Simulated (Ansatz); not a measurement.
A ladder of methods for GeH3Cl (chlorogermane)

The species is GeH3Cl (5 atoms), meant as a singlet with charge 0. SMILES: `[Cl][GeH3]`. Geometry: relaxed at PBE0-D4/def2-TZVP. The run starts from this shape.

```xyz
5

Cl   -1.8758   -0.0251    0.6413
Ge    0.1618   -0.0139   -0.0606
H     0.1604    0.6562   -1.4381
H     0.6190   -1.4737   -0.1406
H     0.9845    0.7829    0.9567
```

Quantity: the adiabatic ionisation energy (to the doublet cation, no zero-point term), in eV. The values are calculated.

| level | kind | program | value (eV) | CPU time (all runs) |
| --- | --- | --- | --- | --- |
| HF/STO-3G | Hartree–Fock | Ansatz | 8.49 | 8.2 s |
| HF/3-21G | Hartree–Fock | Ansatz | 9.78 | 9.4 s |
| HF/6-31G* (Cartesian functions) | Hartree–Fock | Ansatz | 9.93 | 30 s |
| PBE/def2-SVP | GGA | Ansatz | 10.61 | 39 s |
| B3LYP/6-31G* (Cartesian functions) | global hybrid | Ansatz | 10.91 | 63 s |
| MP2/6-31G* (Cartesian functions) | perturbation theory | Ansatz | 10.74 | 37 s |

All-electron rows without a relativistic Hamiltonian named are non-relativistic. The values span 8.49 to 10.91 eV. In the correlated wave-function rows the outer d shell of Ge is correlated, in sets not made for it. Without the sets that lack polarisation functions the rows with a basis span only 9.93 to 10.91 eV. CPU times are rough (shared hosts, several kinds of processor): they show what a rung costs within a factor of a few.
